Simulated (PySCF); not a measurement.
Species: C₅H₇BO₂.
Atom-mapped SMILES: `[CH3:1][B:2]([CH3:3])[C:4]#[C:5][C:6](=[O:7])[OH:8]` (hydrogens: H9, H10, H11 on C1; H12, H13, H14 on C3; H15 on O8)

Geometry (GFN2-xTB, Å), atoms numbered from 1 in this order:
```
atom  x, y, z in Å
C1    -1.599    1.463   -0.819
B2    -1.073    0.104   -0.222
C3    -2.031   -1.082    0.173
C4     0.412   -0.071   -0.021
C5     1.604   -0.209    0.153
C6     3.019   -0.397    0.291
O7     3.741   -0.816   -0.578
O8     3.457   -0.051    1.513
H9    -0.943    1.860   -1.591
H10   -1.617    2.211   -0.025
H11   -2.607    1.399   -1.219
H12   -3.072   -0.786    0.271
H13   -1.988   -1.843   -0.608
H14   -1.722   -1.579    1.091
H15    4.415   -0.195    1.569
```

Jobs on this species (15 atoms, 58 electrons) with PySCF (density fitting). Hardware of each: an Arm Neoverse V1 with one thread, no GPU (shared host). Other jobs ran on the host; a repeat could differ by tens of per cent or more.

| level and settings | work | basis functions | SCF cycles | wall time |
| --- | --- | --- | --- | --- |
| BLYP/pcSseg-1, grid level 3, damping 0.1 at the start, DIIS from the seventh cycle | shieldings | 171 | ? | ? |
| B97-D/6-31G*, IEF-PCM acetone, energy threshold 1e-11 Eh | 3 singlets by TDA, 5 Tamm–Dancoff triplets, polarisability | 126 | ? | ? |
| PBE0/def2-SVPD | 6 singlets by full TDDFT, 2 Tamm–Dancoff triplets, polarisability | 222 | ? | ? |
| PBE0/pcSseg-1 | shieldings, charges and field gradients | 171 | 16 | 21 s |
| B97-D/pcSseg-1 | shieldings, charges and field gradients | 171 | 17 | 33 s |

**Question.** Fill in the missing figures.

**Answer.** 
- BLYP/pcSseg-1, grid level 3, damping 0.1 at the start, DIIS from the seventh cycle; shieldings: 54 s, 26 SCF cycles
- B97-D/6-31G*, IEF-PCM acetone, energy threshold 1e-11 Eh; 3 singlets by TDA, 5 Tamm–Dancoff triplets, polarisability: 14 s, 13 SCF cycles
- PBE0/def2-SVPD; 6 singlets by full TDDFT, 2 Tamm–Dancoff triplets, polarisability: 37 s, 15 SCF cycles

**Question.** What do all jobs in the table cost together?

**Answer.** About 2.6 min; the longest takes about 34 % of that, and about 3.9 times as long as the shortest.

The pairwise dispersion term of B97-D wasn't added to the energies; at a given geometry it leaves orbitals and properties as they are.
